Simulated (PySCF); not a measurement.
Molecule: SMILES C#C/C=C/C=C\C=C, C₈H₈.

Bonds (- single, = double, # triple, : aromatic): C1#C2, C2-C3, C3=C4, C4-C5, C5=C6, C6-C7, C7=C8. C1 carries H9; C3 carries H10; C4 carries H11; C5 carries H12; C6 carries H13; C7 carries H14; C8 carries H15, H16. Stereochemistry as in C#C/C=C/C=C\C=C. H16 is cis to C6; H15 is trans to C6.

Frames of a GFN2-xTB Langevin trajectory at 300 K; GIAO PBE0/pcSseg-1 shieldings in PySCF, gas phase, non-relativistic; equivalent atoms averaged within each frame.

δ = σ(ref) − σ, references computed at the same level: 13C (186.93 ppm), 1H (31.72 ppm) vs TMS. The references are static minima.

How do the shifts (ppm) fluctuate along the trajectory?

Answers


```tsv
time (fs)	C6	C5	C4	C7	C3	C8	C1	C2	H14	H12
250	145.1	142.7	141.0	137.4	118.8	116.9	95.3	89.3	7.95	7.54
425	147.7	140.3	158.5	145.5	124.8	135.1	89.9	93.5	7.13	6.83
625	137.3	140.5	142.9	140.6	119.0	126.2	95.5	89.3	6.77	6.53
800	140.3	139.1	160.3	140.1	122.3	137.8	90.6	91.4	7.09	6.38
1000	144.6	142.4	147.2	136.4	126.3	121.0	99.0	88.9	6.98	6.20
mean of frames	143.0	141.0	150.0	140.0	122.3	127.4	94.1	90.5	7.18	6.69
standard deviation	4.1	1.5	8.9	3.5	3.4	8.9	3.8	1.9	0.45	0.53
```

5 frames give an uncertainty of the mean of about the standard deviation over 2.2 at best, since frames this close in time may not be independent; classical motion lacks zero-point vibration, and the reference would need the same averaging.
